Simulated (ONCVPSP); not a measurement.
**Before and after: ONCV potential for Si (Z = 14)**

```
Element                 : Si (Z = 14)
Generator               : ONCVPSP 4.0.1
Type                    : optimised norm-conserving Vanderbilt (ONCV)
Functional              : PW91
Relativity              : scalar-relativistic
Frozen core             : [Ne]
Valence charge          : 4
Reference configuration : 3s1.5 3p2.5
Partial waves           : 3s: rc 1.40 bohr, ncon 4, nbas 8, qcut 4.3 1/bohr, local; 3p: rc 2.15 bohr, ncon 4, nbas 9, qcut 3.1 1/bohr, 3 projectors, debl 2.7 Ha
Local potential         : the s channel
Core correction         : Teter function, fcfact 6, rcfact 1.2
```

All-electron outer shells of the reference configuration (PW91, scalar-relativistic, ld1.x):

```tsv
shell	level (eV)	outermost node (bohr)	outermost maximum (bohr)
2s	-140.40	0.15	0.45
2p	-96.56	–	0.39
3s	-11.24	0.72	1.77
3p	-4.42	0.72	2.14
```

Change: s: nproj 1; local potential polynomial inside 0.95 bohr (lpopt 5, dvloc0 2 Ha).

Cutoffs: the cutoffs (Ha) at which the residual kinetic energy of the hardest occupied pseudo-wave falls to 1 and 0.1 mHa per electron; they do not see the model core or the augmentation charge, which bear on the density cutoff. Errors are all-electron minus pseudo energies relative to the spin-unpolarised reference configuration.

Q: What does the change do?

A: The potential gets neither clearly harder nor softer (7.9 Ha and 76 Ha → 7.9 Ha and 76 Ha); the lowest positive-energy flag moves from none to s at 16.0 eV; of the 4 tests that both files solve, the error grows in 1 and shrinks in 0 by more than 15 % and 0.3 meV (median size 0.3 → 0.5 meV); the range in which the s phases agree narrows (upper end 2.3 → 0.1); neither file shows a bound ghost.

```csv
quantity,base,changed
"cutoff, loose",7.9 Ha,7.9 Ha
"cutoff, tight",76 Ha,76 Ha
bound ghosts,none,none
GHOST(+) flags under 300 eV,none,s at 16.0 eV
"error for 3s2 3p2, meV [ΔE -3.39 eV]",+0.4,+0.6
"error for 3s2 3p1, meV [ΔE 4.39 eV]",-0.2,+0.4
"error for 3s2 3p0, meV [ΔE 20.44 eV]",+6.9,+19
"error for 3s2 3p1.5, meV [ΔE -0.45 eV]",-0.1,-0.1
s: phases at 1.43 bohr within 0.05 rad from the reference energy up to (Ha; the scan ends near 5),2.3,0.1
p: phases at 2.18 bohr within 0.05 rad from the reference energy up to (Ha; the scan ends near 5),to the end of the scan,to the end of the scan
"rms error of d²Exc/dni dnj with the model core, mHa",0.79,0.79
```
